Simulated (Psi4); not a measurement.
# InI3 (SMILES [I][In]([I])[I]): methods side by side

InI3 has 4 atoms, charge 0, and is taken as a singlet. SMILES: `[I][In]([I])[I]`. The shape was relaxed beforehand at PBE0/def2-TZVP.

Each level gives the HOMO–LUMO gap (eV). The values are calculated.

```csv
level,kind,program,value (eV),CPU time
"PBE-D4/def2-TZVPP (density fitting, core potential)",GGA,Psi4,2.96,89 s
"r2SCAN-D4/def2-TZVPP (density fitting, core potential)",meta-GGA,Psi4,3.40,2.9 min
"B3LYP-D4/def2-TZVPP (density fitting, core potential)",global hybrid,Psi4,4.31,85 s
"PBE0-D4/def2-TZVPP (density fitting, core potential)",global hybrid,Psi4,4.82,78 s
"wB97M-V/def2-TZVPP (density fitting, core potential)",range-separated hybrid,Psi4,8.71,3.8 min
```

The values span 2.96 to 8.71 eV. Orbital gaps aren't excitation energies; they tend to grow with the share of exact exchange. Times are those of the runs behind each value, whatever else they computed, on shared processors of several kinds: orders of magnitude only.
